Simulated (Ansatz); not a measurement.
A nudged elastic band was laid between two geometries of C$_{2}$H$_{9}$BClN (14 atoms, charge 0, multiplicity 1).

Computed with Ansatz, RKS r2SCAN/def2-SVP.

```
movable images  : 7
climbing image  : yes
spring          : 5.0 eV/Å²
optimiser       : quadratic models (default)
start path      : through a guess of the saddle point
force threshold : 0.05 eV/Å
iteration limit : 60
end points      : relaxed
```

Image 0:

```xyz
14
Properties=species:S:1:pos:R:3
B 0.026 0.249 0.150
Cl 0.041 -0.638 1.831
C 1.376 -0.013 -0.675
H 1.431 -1.073 -0.974
H 1.423 0.578 -1.610
H 2.293 0.196 -0.096
C -1.359 0.029 -0.627
H -1.458 -1.029 -0.921
H -2.249 0.267 -0.017
H -1.420 0.620 -1.561
N 0.058 1.830 0.643
H 0.897 2.005 1.202
H 0.051 2.478 -0.149
H -0.754 2.027 1.235
```

Image 8:

```xyz
14
Properties=species:S:1:pos:R:3
B 0.061 0.753 -0.423
Cl -0.223 -0.379 2.847
C 1.410 0.057 -0.846
H 1.367 -1.029 -0.649
H 1.555 0.154 -1.937
H 2.309 0.457 -0.350
C -1.336 0.236 -0.938
H -1.553 -0.740 -0.465
H -2.184 0.904 -0.713
H -1.325 0.045 -2.024
N 0.102 1.840 0.493
H 0.974 2.264 0.795
H -0.714 2.405 0.708
H -0.085 0.562 1.936
```

**Question.** Which bonds break or form, and what moves?

**Answer.** Bonds broken: B1–Cl2, N11–H14. Bonds formed: Cl2–H14. C2H9BClN becomes C2H8BN + ClH.

**Question.** Give the energies along the band, and the barrier.

**Answer.** The forces met the threshold. The highest image is number 5 of 0 to 8, 87.3 kJ/mol above the first end and 41.5 kJ/mol above the last; the last end lies 45.8 kJ/mol above the first. A vibrational analysis at the climbing image gives one clearly imaginary mode, 679i cm⁻¹: a first-order saddle point. The orbitals stay closed-shell, which can raise the energy where a bond breaks towards radicals; this wasn't checked here.

```json
{"image": "0", "path coordinate (Å)": "0.00", "energy (kJ/mol)": "0.0", "B1–Cl2 (Å)": "1.90", "N11–H14 (Å)": "1.02", "Cl2–H14 (Å)": "2.84"}
{"image": "1", "path coordinate (Å)": "0.56", "energy (kJ/mol)": "2.1", "B1–Cl2 (Å)": "1.90", "N11–H14 (Å)": "1.02", "Cl2–H14 (Å)": "2.67"}
{"image": "2", "path coordinate (Å)": "1.11", "energy (kJ/mol)": "6.2", "B1–Cl2 (Å)": "1.91", "N11–H14 (Å)": "1.02", "Cl2–H14 (Å)": "2.55"}
{"image": "3", "path coordinate (Å)": "1.67", "energy (kJ/mol)": "8.6", "B1–Cl2 (Å)": "1.92", "N11–H14 (Å)": "1.02", "Cl2–H14 (Å)": "2.46"}
{"image": "4", "path coordinate (Å)": "2.22", "energy (kJ/mol)": "41.6", "B1–Cl2 (Å)": "2.14", "N11–H14 (Å)": "1.05", "Cl2–H14 (Å)": "1.95"}
{"image": "5", "path coordinate (Å)": "2.78", "energy (kJ/mol)": "87.3", "B1–Cl2 (Å)": "2.63", "N11–H14 (Å)": "1.24", "Cl2–H14 (Å)": "1.61"}
{"image": "6", "path coordinate (Å)": "3.45", "energy (kJ/mol)": "51.8", "B1–Cl2 (Å)": "3.15", "N11–H14 (Å)": "1.81", "Cl2–H14 (Å)": "1.33"}
{"image": "7", "path coordinate (Å)": "4.11", "energy (kJ/mol)": "46.8", "B1–Cl2 (Å)": "3.45", "N11–H14 (Å)": "1.94", "Cl2–H14 (Å)": "1.32"}
{"image": "8", "path coordinate (Å)": "4.78", "energy (kJ/mol)": "45.8", "B1–Cl2 (Å)": "3.47", "N11–H14 (Å)": "1.94", "Cl2–H14 (Å)": "1.32"}
```

**Question.** What is the geometry of the highest image?

**Answer.** 
```xyz
14
Properties=species:S:1:pos:R:3
B 0.029 0.529 -0.215
Cl -0.154 -0.308 2.270
C 1.409 -0.062 -0.660
H 1.363 -1.151 -0.807
H 1.680 0.382 -1.638
H 2.229 0.157 0.042
C -1.362 0.118 -0.801
H -1.448 -0.971 -0.929
H -2.216 0.463 -0.199
H -1.463 0.566 -1.810
N 0.077 1.840 0.561
H 0.955 2.357 0.558
H -0.724 2.465 0.477
H -0.020 1.145 1.584
```

**Question.** What are the harmonic wavenumbers there?

**Answer.** 679i, 128, 139, 154, 184, 307, 324, 419, 434, 483, 715, 727, 796, 806, 864, 911, 961, 1198, 1213, 1317, 1350, 1361, 1413, 1425, 1437, 1444, 1467, 1596, 3010, 3014, 3108, 3110, 3154, 3156, 3514, 3621 cm⁻¹.

The band took 13 iterations and about 12 core-minutes.

Time of the run: 3 min on 4 threads of Arm Neoverse V2 (shared host), peak memory 0.19 GiB.
